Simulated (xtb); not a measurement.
xtb input:

```bash
xtb mol.xyz --gfn 1 --sp --chrg -1 --uhf 0
```
mol.xyz:
```
5

Si     0.15048973     0.05647721     0.00054256
O     -0.12839536     1.58068075    -0.01961932
O      1.40525273    -0.83930368     0.02113934
O     -1.29020102    -0.81922526    -0.00071148
H     -2.00010701    -0.16789537    -0.01406420
```

**Question.** What final total energy does it print?

**Answer.** -16.92822 Eh (GFN1-xTB).

It need not be the lowest isomer of its formula. Whether it binds its extra electron was not tested at this geometry.
